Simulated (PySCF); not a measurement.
# Electron correlation in B²⁺ (boron, charge +2)

[He] 2s1, 2S determinant. All numbers are calculated (PySCF 2.14, scalar relativity by spin-free X2C-1e, in aug-cc-pCVTZ-DK (7s6p4d2f, 59 functions)). Frozen: nothing; 3 electrons correlated.

MP2 pair energies summed by pair of shells (mhartree):

```json
{"pair": "1s-1s", "energy": "-37.28", "share (%)": "90.3"}
{"pair": "1s-2s", "energy": "-4.02", "share (%)": "9.7"}
```

Total MP2 correlation energy: -41.30 mhartree.

Same-spin part -0.98 and opposite-spin part -40.32 mhartree; SCS-MP2 scales them by 1/3 and 6/5 to -48.71 mhartree.
